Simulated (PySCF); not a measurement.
Compound: C6H8PSi (charge -1).
SMILES with atom numbers: `[CH2:1]=[CH:2][c:3]1[p-:4][cH:5][cH:6][c:7]1[SiH3:8]`

Structure used (GFN2-xTB), in Å, numbered top down from 1:
```xyz
16
C6H8PSi angstrom
C     -1.523    2.506    0.202
C     -1.180    1.222    0.067
C      0.143    0.679    0.136
P      1.598    1.618    0.468
C      2.553    0.166    0.347
C      1.800   -0.953    0.070
C      0.427   -0.691   -0.054
Si    -0.814   -2.005   -0.430
H     -0.771    3.257    0.381
H     -2.547    2.842    0.137
H     -1.965    0.489   -0.116
H      3.628    0.166    0.479
H      2.226   -1.944   -0.043
H     -1.580   -1.810   -1.682
H     -0.156   -3.317   -0.587
H     -1.845   -2.216    0.613
```

Definitions: NICS(0) = −σiso at the ring centroid; NICS(1) = −σiso and NICS(1)zz = −σzz at ±1 Å along the ring normal z. Level: GIAO PBE0/pcSseg-1 (PySCF, non-relativistic, gas phase) on the GFN2-xTB geometry, one conformer.

Ring bond lengths (Å), with Mayer bond orders in brackets: C3–P4 1.763 (1.24), P4–C5 1.742 (1.28), C5–C6 1.377 (1.46), C6–C7 1.403 (1.35), C7–C3 1.412 (1.32).

Problem. Give the NICS values of each ring in ppm.

Solution. 
```json
{"ring": "C3–P4–C5–C6–C7", "type": "5-membered ring with P; formal bonds all aromatic", "NICS(0)": "-9.8", "NICS(1), two faces": "-10.1 / -10.1", "NICS(1)zz, two faces": "-25.2 / -25.3", "rms pucker (Å)": "0.00", "centre to ring atoms, mean (Å)": "1.30"}
```

Problem. What do they say, and how far can they be read as aromaticity?

Solution. 
- C3–P4–C5–C6–C7: mean NICS(1)zz -25.3 ppm, shielded.

Problem. How equal are the bonds by HOMA? HOMA = 1 − mean of α(R − Ropt)² over the ring bonds, with Krygowski's 1993 parameters (CC: Ropt 1.388 Å, α 257.7 Å⁻²; CP: Ropt 1.698 Å, α 118.91 Å⁻²).

Solution. 
- C3–P4–C5–C6–C7: HOMA 0.80; the largest term is that of C3–P4, α(R − Ropt)² = 0.51.

Problem. At the first NICS(1) probe listed for ring C3–P4–C5–C6–C7, 1 Å off the ring, how large is the induced field along the normal in 7.05 T applied along it?

Solution. NICSzz × B0 = -25.2 ppm × 7.05 T = -178 μT, against the applied field.

Rough CPU time on one thread of a shared machine: about 80 s. This is the whole shielding run at PBE0/pcSseg-1, SCF included.
